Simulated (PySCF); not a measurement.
# Variants of one PySCF input: BrHO

Base input, run as `OMP_NUM_THREADS=1 python input.py` with PySCF 2.14:

```python
from pyscf import gto, scf
from pyscf.prop.polarizability import rhf as pol

mol = gto.M(
    atom='Br 0.2207 0 -0.1826; O -1.178 0 0.8549; H 1.4198 0 0.7334',
    basis='cc-pvdz',
    charge=0,
    spin=0,
    verbose=4,
)
mf = scf.RHF(mol)
mf.kernel()
print('polarizability (a.u.)')
print(pol.Polarizability(mf).polarizability().round(4))
mf.dip_moment()
print('orbital energies (hartree):', mf.mo_energy[..., max(0, mol.nelec[1]-3):mol.nelec[0]+3].round(4))
```

Base result: E(SCF) = -2647.652962 Eh, 12 cycles, μ(SCF) = 4.25 D, α(xx, yy, zz) = 29.5, 10.8, 19.1 bohr³. 

It ran on Arm Neoverse N1 (1 thread, shared host) in 2 s, peak memory 0.11 GiB.

Each row names what differs from the base; energies in brackets are changes from the base.

| change | result | wall time (s) |
| --- | --- | --- |
| spin (2S): 0 → 4; SCF type: RHF → UHF [a high spin state] | E(SCF) = -2647.446442 Eh (+5.6197 eV), ⟨S²⟩ = 6.031, μ(SCF) = 2.16 D, α(xx, yy, zz) = 41.7, 11.6, 26.4 bohr³ | 2.1 |
| electric field along z (a.u.): none → 0.01 | E(SCF) = -2647.647861 Eh (+0.1388 eV), 10 cycles, μ(SCF) = 4.04 D, α(xx, yy, zz) = 29.2, 10.9, 19.2 bohr³ | 1.8 |
| basis set: cc-pvdz → jorge-dzp-dkh; spin-free X2C: off → on | E(SCF) = -2679.619414 Eh, 12 cycles, μ(SCF) = 4.76 D, α(xx, yy, zz) = 29.8, 6.5, 17.2 bohr³ | 2.7 |
| length unit: angstrom → bohr [unsound on purpose] | E(SCF) = -2644.497891 Eh (+85.8538 eV), 9 cycles, μ(SCF) = 0.98 D, α(xx, yy, zz) = 11.2, 13.5, 10.5 bohr³ | 1.9 |
| functional: none (Hartree–Fock) → hf,lyp; SCF type: RHF → RKS; step after the SCF: polarizability → analyze | E(SCF) = -2649.671188 Eh, 12 cycles, μ(SCF) = 4.35 D | 4.7 |
| PCM solvent, dielectric constant: none → 20.5; step after the SCF: polarizability → analyze | E(SCF) = -2647.671200 Eh (-0.4963 eV), 11 cycles, μ(SCF) = 5.57 D | 5.9 |
| geometry: coordinates × 1.03 → coordinates × 1.288 | E(SCF) = -2647.591744 Eh (+1.6658 eV), 14 cycles, μ(SCF) = 3.22 D, α(xx, yy, zz) = 43.1, 11.0, 25.5 bohr³ | 1.9 |
| damping: none → 0.95 | E(SCF) = -2647.652962 Eh (+0.0000 eV), 18 cycles, μ(SCF) = 4.25 D, α(xx, yy, zz) = 29.5, 10.8, 19.1 bohr³ | 2 |
| spin-free X2C: off → on [basis contracted without relativity] | E(SCF) = -2672.358020 Eh, 12 cycles, μ(SCF) = 4.22 D, α(xx, yy, zz) = 29.6, 10.7, 19.1 bohr³ | 1.9 |
| step after the SCF: polarizability → mp2; frozen orbitals: default → 10 | E(SCF) = -2647.652962 Eh (+0.0000 eV), 12 cycles, E(MP2) − E(SCF) = -0.32158 Eh, μ(SCF) = 4.25 D | 1.9 |
| charge: 0 → 1; spin (2S): 0 → 1; SCF type: RHF → UHF [another spin of the ion may lie lower] | E(SCF) = -2647.357153 Eh (+8.0494 eV), ⟨S²⟩ = 0.780, α(xx, yy, zz) = 25.7, 10.6, 17.0 bohr³ | 2.1 |
| Cartesian functions: off → on | E(SCF) = -2647.654651 Eh (-0.0460 eV), 12 cycles, μ(SCF) = 4.22 D, α(xx, yy, zz) = 29.7, 11.5, 19.4 bohr³ | 1.9 |

Problem. Order these changes by how far they move the SCF energy from the base, largest first: (1) Cartesian functions: off → on; (2) PCM solvent, dielectric constant: none → 20.5; step after the SCF: polarizability → analyze; (3) electric field along z (a.u.): none → 0.01; (4) geometry: coordinates × 1.03 → coordinates × 1.288.

Solution. (4) +1.6658 eV, (2) -0.4963 eV, (3) +0.1388 eV, (1) -0.0460 eV.
